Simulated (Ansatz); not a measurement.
The Se3–H4 bond of FHMgSe (SMILES [F][Mg][SeH]) is stretched (multiplicity 1, the rest rigid).
Geometry at rest (charge 0, multiplicity 1):
```xyz
4

Mg     0.5347    -1.0479     0.3436
F      1.2991    -2.5474     0.8409
Se    -0.5067     1.0061    -0.3739
H     -0.8817     1.2936     1.0230
```

Cores are frozen in the correlated methods. Filled d and f shells under p-block atoms count as core.

Run with Ansatz (Gaussian orbitals). 

Energies above the point at 1.475 Å (the B3LYP-D3(BJ) bond length), FIC-MRCISD+Q on CASSCF(4,3)/def2-TZVPP (kcal/mol): 6.61 at 1.327 Å; 4.31 at 1.622 Å; 82.52 at 4.719 Å.

### Question
Take the last value as the depth D of a Morse curve D(1 − e^(−a(R − R₀)))², fit a and R₀ to the two near points, and test it at 1.991 and 2.581 Å.

### Answer

With D = 82.5, both near points (counted from the curve's value at 1.475 Å) are met by a = 1.73 Å⁻¹ and R₀ = 1.472 Å, so k = 2Da² = 492 kcal/(mol Å²). The curve then gives 28.9 and 60.0 kcal/mol; the level itself gives 30.2 and 64.9, so Morse is off by -1.3 and -4.9.

Doubts at one or more of the structures used: active orbitals that take no part (FIC-MRCISD+Q on CASSCF(4,3)/def2-TZVPP).

Ansatz is a first-principles code.
